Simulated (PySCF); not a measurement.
## Energy of Nd (neodymium, neutral) between two integer charges

The 6s beta orbital of [Xe] 4f4 6s2 is emptied in steps (occupation f), with all orbitals relaxed, ending at [Xe] 4f4 6s1. Computed with PySCF 2.14 in def2-SVP with the def2 core potential (28 electrons), with a scalar-relativistic core potential. The exact energy is a straight line in f; departures are measured from the line between the end points of the same method.

| f | HSE06 (eV) |
| --- | --- |
| 1 | 0.000 |
| 0.75 | -0.346 |
| 0.5 | -0.465 |
| 0.25 | -0.352 |
| 0 | 0.000 |

```
method  E(f=0) − E(f=1) (eV)  −ε at f=1 (eV)  −ε at f=0.5 (eV)
 HSE06                 5.416           3.568             5.394
```

Orbital energy along the path (eV):

| f | HSE06 |
| --- | --- |
| 1 | -3.568 |
| 0.75 | -4.490 |
| 0.5 | -5.394 |
| 0.25 | -6.362 |
| 0 | -7.042 |

Reference removal energy between the ground levels: 5.525 eV (measured; NIST Atomic Spectra Database, ionization energies). The calculation has no spin-orbit coupling.
